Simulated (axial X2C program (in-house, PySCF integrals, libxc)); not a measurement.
# Testing model relations on IrCl⁺

A bond curve at the PBE0 level, two-component, was computed with an in-house relativistic program for diatomic molecules (basis Ir dyall-cv3z [13s14p9d6f4g], Cl dyall-av3z [9s8p3d2f] (cores contracted in-house)) for the state Ω = 9/2 (⟨Sz⟩ = 1.44, ⟨Lz⟩ = 3.06 at PBE0). Its fit gives Re = 2.1389 Å, ωe = 461.0 cm⁻¹, ωexe = 1.25 cm⁻¹ and αe = 4.626e-04 cm⁻¹; the masses are 192.9629 and 34.9689 u. Two-component means X2C with spin–orbit coupling and atomic mean-field Coulomb and Gaunt terms.

Q: Find the reduced mass, Be and the force constant.

A: From the PBE0 values: μ = 29.6040 u. Be = 16.8576/(μ Re²) = 0.1245 cm⁻¹. k = 5.8918×10⁻⁷ μ ωe² = 3.71 mdyn/Å.

Q: Estimate De from a Morse curve and compare with the computed well depth of 3.347 eV to Ir+ + Cl.

A: De(Morse) = ωe²/(4ωexe) = 5.270 eV against 3.347 eV computed, a ratio of 1.57. The extrapolation overshoots: the well softens faster than a Morse curve, or the lowest atomic limit lies below the one to which the curve heads.

Q: Where do the fundamental and the first overtone lie?

A: ν(1←0) = ωe − 2ωexe = 458.5 cm⁻¹; ν(2←0) = 2ωe − 6ωexe = 914.5 cm⁻¹.

Q: A Morse curve ties αe to the other constants (Pekeris). How well does that hold?

A: αe(Morse) = 6Be²/ωe × (√(ωexe/Be) − 1) = 4.374e-04 cm⁻¹; the PBE0 curve gives 4.626e-04 cm⁻¹, a ratio of 0.95.

Q: Estimate the centrifugal constant by the Kratzer relation.

A: D = 4Be³/ωe² = 3.63e-08 cm⁻¹.

The state is one determinant whose occupation by symmetry is held fixed; it was picked as the lowest of a PBE0 search that is not exhaustive. Dissociation energies refer to the lowest single-determinant-based atoms at the same level and basis. Density functionals use the spin component along the axis (collinear). In 2c an atomic determinant is not the ground J level, so De misses part of the atomic spin–orbit lowering. This holds for PBE0. Without a current term, density functionals place determinants with orbital angular momentum somewhat too high. With several unpaired electrons one determinant need not be a pure state. A state of lower Ω lies just above, and one determinant can place such states too high, so the state shown need not be the lowest. The search has Ω = 7/2 only 0.11 eV up. The lowest spin-free determinant has another configuration (M_S = 3/2, Λ = 2), so the order of states is uncertain and this need not be the ground state.
